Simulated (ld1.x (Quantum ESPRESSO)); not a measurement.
## An all-electron radial function and its pseudo partner (manganese)

Columns: radius, all-electron u(r) and pseudo u(r) of the 4s shell (level -11.75 eV) of manganese in the configuration [Ar] 3d5 4s1 4p0; revPBE, scalar-relativistic, TM semilocal scheme, ld1.x (Quantum ESPRESSO) 7.5.

```tsv
r (bohr)	all-electron	pseudo
0.145	-0.1541	-0.0185
0.290	-0.0772	-0.0383
0.435	0.1676	-0.0608
0.580	0.2936	-0.0877
0.725	0.2794	-0.1205
0.870	0.1767	-0.1610
1.015	0.0354	-0.2104
1.160	-0.1123	-0.2689
1.305	-0.2489	-0.3354
1.450	-0.3664	-0.4063
1.595	-0.4623	-0.4766
1.740	-0.5368	-0.5402
1.885	-0.5917	-0.5919
2.030	-0.6292	-0.6291
2.175	-0.6518	-0.6518
2.320	-0.6618	-0.6618
2.465	-0.6612	-0.6612
2.610	-0.6520	-0.6520
2.755	-0.6360	-0.6360
2.900	-0.6146	-0.6146
3.045	-0.5893	-0.5893
3.190	-0.5611	-0.5611
3.335	-0.5312	-0.5312
3.480	-0.5003	-0.5003
3.625	-0.4691	-0.4691
3.770	-0.4381	-0.4381
```

(1) How many radial nodes do the two functions have?

(2) At about which radius was the pseudo-wave matched?

(3) Is the pseudo-wave norm-conserving?

Results:

(1) The all-electron 4s function has n − l − 1 = 3 (the table is too coarse to show those close to the nucleus); the pseudo-wave has 0, since the states of the same l below it are removed with the core.

(2) 2.35 bohr. The columns agree to 0.0005 from 1.89 bohr on; several derivatives are matched, so the curves merge somewhat inside the radius.

(3) Yes: the TM semilocal scheme keeps the norm inside the radius equal to the all-electron one, which fixes the energy derivative of the logarithmic derivative at the level.
